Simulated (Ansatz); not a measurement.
Start from `[SiH3]C[SiH2][SeH]` and change one atom or group to get `[SiH3]C[SiH2]I`.

Ansatz, PBE0-D4/def2-TZVP geometries, multiplicity 1. Each molecule was computed in one conformer, which needn't be the lowest.

Elements past krypton have def2 core potentials. Scalar relativity is left out up to krypton. Spin–orbit coupling is left out; it splits and shifts lone-pair levels of the heavy atoms by tenths of an eV.

| property | `[SiH3]C[SiH2][SeH]` |
| --- | --- |
| size of the dipole moment (ωB97M-V/def2-TZVPP) / D | 1.70 |
| HOMO–LUMO gap (B3LYP/def2-TZVPP) / eV | 6.59 |
| HOMO energy (PBE0/def2-TZVPP) / eV | -7.03 |
| HOMO energy (PBE/def2-TZVPP) / eV | -5.90 |
| HOMO–LUMO gap (PBE0/def2-TZVPP) / eV | 7.11 |
| HOMO–LUMO gap (ωB97M-V/def2-TZVPP) / eV | 10.94 |

Question: What does the change do to each property? (Best estimate.)

Answer: The calculation gave: 
```csv
property,`[SiH3]C[SiH2]I`,shift
size of the dipole moment (ωB97M-V/def2-TZVPP) / D,1.43,-0.27
HOMO–LUMO gap (B3LYP/def2-TZVPP) / eV,6.48,-0.11
HOMO energy (PBE0/def2-TZVPP) / eV,-7.60,-0.57
HOMO energy (PBE/def2-TZVPP) / eV,-6.48,-0.58
HOMO–LUMO gap (PBE0/def2-TZVPP) / eV,6.92,-0.19
HOMO–LUMO gap (ωB97M-V/def2-TZVPP) / eV,10.81,-0.13
```

With PBE0 the HOMO falls by 0.57 eV and the LUMO falls by 0.76 eV, so the gap narrows by about 0.19 eV. PBE moves the HOMO by -0.58 eV and ωB97M-V by -0.52 eV. Dipoles are sizes alone; their direction can turn.

B3LYP here is the variant with VWN-RPA as its local correlation; programs differ in this.
